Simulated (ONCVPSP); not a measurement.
# manganese (Mn), ONCV: configuration errors across variants

Mn, optimised norm-conserving Vanderbilt (ONCV), made with ONCVPSP 4.0.1 (PBE, fully relativistic). Core [Ar], reference 3d5 4s1 (charge +1). Waves: 4s: rc 2.10 bohr, ncon 5, nbas 10, qcut 2.7 1/bohr, 2 projectors, debl 3.2 Ha; p scattering state at 0.14 Ha: rc 1.95 bohr, ncon 3, nbas 8, qcut 3.6 1/bohr, 2 projectors, debl 1.2 Ha; 3d: rc 1.80 bohr, ncon 4, nbas 9, qcut 9.5 1/bohr, 2 projectors, debl 2.9 Ha; f scattering state at 0.05 Ha: rc 1.65 bohr, ncon 4, nbas 7, qcut 7.4 1/bohr, 2 projectors, debl 3.1 Ha. Local part: polynomial inside 1.35 bohr (lpopt 3, dvloc0 0 Ha). Core correction: Teter function, fcfact 3.5, rcfact 1.45.

Open shells are filled in proportion to 2j + 1.

All-electron excitation energies from the reference (eV): (1) 3d5 4s2 -8.416; (2) 3d5 4s0 15.599; (3) 3d4 4s0 48.117; (4) 3d4 4s2 4p1 -0.616.

Errors AE − PS in meV (a dash: test not solved or not reliable):

```csv
change,(1),(2),(3),(4),bound ghosts,GHOST(+) flags above zero
base,-11,-37,-160,-186,none,"s, p3/2, p1/2"
"core correction Teter function, fcfact 1.7, rcfact 1.45",+3.3,+12,-9.1,-138,none,"s, p3/2, p1/2"
"core correction Teter function, fcfact 3.3, rcfact 1.45",-9.6,-32,-145,-181,none,"s, p3/2, p1/2"
"core correction Teter function, fcfact 4.6, rcfact 1.45",-19,-61,-232,-212,none,"s, p3/2, p1/2"
"core correction Teter function, fcfact 5.7, rcfact 1.45",-27,-82,-291,-234,none,"s, p3/2, p1/2"
"core correction Teter function, fcfact 6.5, rcfact 1.45",-33,-95,-329,-250,none,"s, p3/2, p1/2"
"core correction Teter function, fcfact 7.7, rcfact 1.45",-40,-113,-381,-270,none,"s, p3/2, p1/2"
```

**Question.** Give the same row for: core correction Teter function, fcfact 2.5, rcfact 1.45.

**Answer.** -3.2, -11, -82, -161; bound ghosts: none; GHOST(+) flags above zero: s, p3/2, p1/2.
